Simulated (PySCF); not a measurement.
**Electron correlation in P³⁺ (phosphorus, charge +3)**

[Ne] 3s2, closed-shell 1S. All numbers are calculated (PySCF 2.14, scalar relativity by spin-free X2C-1e, in x2c-QZVPPall (9s6p4d2f1g, 70 functions)). Frozen: [Ne]; 2 electrons correlated.

With two correlated electrons CCSD is exact within the correlated space (frozen core and kept virtual orbitals).

```tsv
level	correlation energy (mhartree)
CCSD	-50.23
```

Diagnostics: T1 = 0.0049, D1 = 0.0069, largest double amplitude 0.113.

**Question.** Is a single reference adequate?

**Answer.** Mostly. T1 lies below 0.03, but a double amplitude of this size points to a near-degeneracy that CCSD handles and MP2 describes poorly.
